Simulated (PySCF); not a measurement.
H3MoO3, SMILES [OH][Mo]([OH])[OH] (connectivity only; charge and spin as stated), neutral, multiplicity 4.

Geometry: B3LYP-D3(BJ)/def2-SVP. The multiplicity is an assumed one; other spin states were not compared. The def2 effective core potentials stand for the cores of Mo; spin–orbit coupling is left out. One conformer was computed; it need not be the lowest.

Calculation: PySCF with PBE/def2-TZVPD.

The molecule is in vacuum.

Question: Estimate the frontier levels, dipole moment and polarisability. (An estimate is asked for; the answer gives what the named calculation found.)

Answer: 
- α spin, highest occupied and lowest empty level = -4.57 and -1.67 eV
- β spin, highest occupied and lowest empty level = -7.45 and -3.00 eV
- dipole moment = 1.05 D
- quadrupole, principal values (traceless, Buckingham form, about the centre of nuclear charge) = -10.16, -0.85, 11.01 D·Å
- mean static polarisability = 61.2 bohr³ (9.06 Å³)
- polarisability, principal values = 53.8, 64.8, 64.9 bohr³
- ⟨S²⟩ = 3.760 (pure state 3.75)
